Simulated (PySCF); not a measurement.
CH₃Mg, SMILES [CH3][Mg+], charge +1.

Geometry optimised at PBE0-D3(BJ)/def2-TZVP. The spin state was assumed, not searched. The isomer is the one that the SMILES or the coordinates give; other isomers of the formula were not compared.

The numbers are results of CAM-B3LYP/def2-TZVPD run with PySCF, not measurements.

The molecule is in vacuum.

The total energy is -239.68804 hartree and the point group is C3v. The highest occupied level comes out as -14.36 eV. The lowest empty level is -7.68 eV and the orbital gap comes out as 6.68 eV. The dipole moment about the centre of nuclear charge is 5.52 D and the mean static polarisability is 39.0 bohr³ (5.78 Å³). The polarisability, principal values is 28.2, 28.2, 60.5 bohr³.
